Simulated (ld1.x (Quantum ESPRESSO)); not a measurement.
# Transferability test, TM potential for calcium (Ca)

ld1.x (Quantum ESPRESSO) 7.5 input, shortened:

```
&input
   title='Ca', zed=20., rel=1, dft='PZ', iswitch=3,
   config='[Ar] 3d0 4s2 4p0'
 /
 &inputp
   pseudotype=2, tm=.true., lloc=0,
   nlcc=.false.
 /
3
3P  2  1   6.00   0.00  1.05  1.05  0.0
3D  3  2   0.00   0.00  3.30  3.30  0.0
4S  1  0   2.00   0.00  2.90  2.90  0.0
 &test
   configts(1)='3p6 3d0 4s2 4p0'
 /
```

Energies are relative to the spin-unpolarised reference configuration 3p6 3d0 4s2 4p0; without spin polarisation the order of configurations can differ from experiment. Spin-polarised rows fill each open shell by Hund’s rule, majority spin first. The frozen-core shift is the all-electron ΔE with the core orbitals held at their reference shape minus the fully relaxed ΔE.

(1) Give the all-electron excitation energy and the error of the potential for: 3p6 3d0 4s1 4p0; 3p6 3d0 4s0 4p0; 3p6 3d0 4s1.5 4p0; 3p5 3d0 4s2 4p0; 3p6 3d0 4s0 4p1; 3p6 3d1 4s1 4p0; 3p6 3d0 4s1 4p1; 3p6 3d0 4s1 4p0 (spin-polarised); 3p6 3d0 4s1.5 4p0 (spin-polarised).

Levels in the configuration 3p6 3d0 4s0 4p0:

```csv
level,all-electron (eV),pseudo (eV)
3p,-43.116,-42.946
```

Results:

(1)

```
             valence configuration  charge  ΔE all-electron (eV)  error AE − PS (meV)  frozen-core shift (meV)
                   3p6 3d0 4s1 4p0      +1                 6.463                 +5.1                     +0.7
                   3p6 3d0 4s0 4p0      +2                18.413                  +24                     +6.5
                 3p6 3d0 4s1.5 4p0    +0.5                 2.567                 +1.0                     +0.1
                   3p5 3d0 4s2 4p0      +1                34.656                 -262                     +131
                   3p6 3d0 4s0 4p1      +1                 9.585                 -748                     +1.9
                   3p6 3d1 4s1 4p0       0                 2.242                  +40                      +11
                   3p6 3d0 4s1 4p1       0                 2.491                 -425                     +0.2
  3p6 3d0 4s1 4p0 (spin-polarised)      +1                 6.255                 +8.9                     +0.9
3p6 3d0 4s1.5 4p0 (spin-polarised)    +0.5                 2.528                 +1.7                     +0.1
```
